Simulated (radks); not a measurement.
Excited configurations of Sm53+: one electron is placed in a higher orbital outside [He] 2s2 2p4. The ground configuration is [He] 2s2 2p5. Calculated with a radial shooting solver on a logarithmic mesh with Libxc functionals: Dirac Kohn-Sham, PBEsol, spin-unpolarised, spherical densities, point nucleus; open shells fill j = l - 1/2 first. Excitation = E - E(ground); binding = E(ion) - E, where the ion is the core of charge +54; n* = 54/sqrt(2 binding) in atomic units. These energies are relativistic, and a one-electron ion of charge +54 with no core already has n* below n in this formula (Dirac formula, point nucleus: 3p1/2 2.939, 3d3/2 2.980, 4s1/2 3.934, 5s1/2 4.931, 5f5/2 4.986, 6d3/2 5.971, 7s1/2 6.927, 7d3/2 6.969). The quantum defect is therefore taken as that value minus n*, so that it holds no relativistic shift of the bare ion.

outer orbital  excitation (eV)  binding (eV)     n*  quantum defect  <r> (bohr)
3p1/2                   5946.6        4838.0  2.864           0.075      0.2088
3d3/2                   6245.2        4539.4  2.956           0.024      0.1858
4s1/2                   8078.3        2706.2  3.829           0.105      0.4065
5s1/2                   9080.3        1704.3  4.825           0.106      0.6458
5f5/2                   9184.1        1600.4  4.979           0.007      0.5762
6d3/2                   9659.3        1125.2  5.938           0.033      0.9229
7s1/2                   9931.2        853.39  6.818           0.109       1.291
7d3/2                   9959.4        825.19  6.934           0.035       1.279

The Delta-SCF ionisation energy is 10784.6 eV (NIST Atomic Spectra Database: 10762 eV, theoretical). Self-interaction in the functional shifts the binding energies and quantum defects, so they are the method's values and not measured ones. Spin polarisation and multiplet splitting are left out, so open shells lie too high by an amount that depends on their filling.

Beside tabulated values, note that spin-unpolarised runs miss the spin-polarisation part of the exchange energy of open shells.
